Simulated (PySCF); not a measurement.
## Electron correlation in N⁺ (nitrogen, charge +1)

[He] 2s1 2p2 3s1, high-spin 5P determinant (an excited configuration). Computed with PySCF 2.14 in aug-cc-pwCVTZ (7s6p4d2f, 59 functions), with the non-relativistic Hamiltonian (point nucleus). Frozen: nothing; 6 electrons correlated.

MP2 pair energies summed by pair of shells (mhartree):

```
 pair  energy  share (%)
1s-1s  -34.19       53.5
1s-2p   -8.09       12.7
2p-2p   -7.56       11.8
2s-2p   -5.45        8.5
2p-3s   -3.74        5.9
1s-2s   -3.29        5.1
2s-3s   -1.23        1.9
1s-3s   -0.34        0.5
```

Total MP2 correlation energy: -63.91 mhartree.

Same-spin part -21.95 and opposite-spin part -41.96 mhartree; SCS-MP2 scales them by 1/3 and 6/5 to -57.66 mhartree.
